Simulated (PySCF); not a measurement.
C₁₀H₈S, SMILES c1ccc(-c2cccs2)cc1.

The structure is a stationary point at r2SCAN-D4/def2-SVP. The geometry has at least one imaginary mode, so it is a saddle point at that level. The values are those of a single conformer.

Level of theory: r2SCAN-D4/def2-SVP run with PySCF.

Frequencies are harmonic and unscaled.

```tsv
mode	ν (cm⁻¹)	IR (km/mol)	moving atoms (share of kinetic energy)
1	38i	0.1	C 60 %, S 23 %, H 17 %
2	104	1.4	C 84 %, H 15 %
3	156	0.2	C 66 %, S 21 %, H 14 %
4	251	0.1	C 75 %, H 16 %, S 9 %
5	323	0.1	C 73 %, S 20 %
6	389	0.2	C 63 %, S 25 %, H 12 %
7	405	0.0	C 71 %, H 29 %
8	458	5.6	C 74 %, H 17 %, S 9 %
9	541	0.7	C 75 %, H 23 %
10	602	2.3	C 69 %, H 30 %
11	623	4.4	C 69 %, S 26 %
12	627	0.7	C 90 %
13	689	27.9	H 84 %, C 16 %
14	702	3.9	C 74 %, S 18 %, H 9 %
15	707	66.6	H 59 %, C 40 %
16	758	1.4	C 72 %, S 20 %, H 8 %
17	776	44.5	H 51 %, C 49 %
18	830	2.5	H 66 %, C 34 %
19	840	0.6	H 77 %, C 23 %
20	865	18.1	C 71 %, H 19 %, S 10 %
21	910	0.3	H 74 %, C 26 %
22	921	2.8	H 63 %, C 37 %
23	971	3.8	C 86 %, H 12 %
24	981	0.0	H 71 %, C 29 %
25	1005	0.1	H 76 %, C 24 %
26	1009	0.3	C 89 %, H 11 %
27	1052	6.7	C 53 %, H 47 %
28	1078	4.0	H 62 %, C 38 %
29	1081	3.0	H 88 %, C 12 %
30	1106	10.9	H 60 %, C 40 %
31	1168	0.2	H 94 %
32	1196	0.1	H 88 %, C 12 %
33	1220	8.6	H 56 %, C 43 %
34	1287	3.2	C 63 %, H 36 %
35	1326	3.6	H 64 %, C 36 %
36	1377	0.9	C 69 %, H 31 %
37	1404	0.8	C 90 %, H 10 %
38	1475	4.2	C 67 %, H 32 %
39	1492	7.2	C 87 %, H 13 %
40	1521	27.4	C 69 %, H 31 %
41	1578	1.9	C 88 %, H 12 %
42	1629	2.3	C 91 %, H 9 %
43	1658	17.0	C 91 %, H 9 %
44	3173	6.4	H 92 %
45	3179	0.5	H 92 %, C 8 %
46	3189	9.8	H 92 %, C 8 %
47	3198	16.9	H 91 %, C 9 %
48	3205	7.2	H 91 %, C 9 %
49	3212	7.0	H 92 %, C 8 %
50	3227	2.5	H 91 %, C 9 %
51	3255	1.7	H 91 %, C 9 %
```
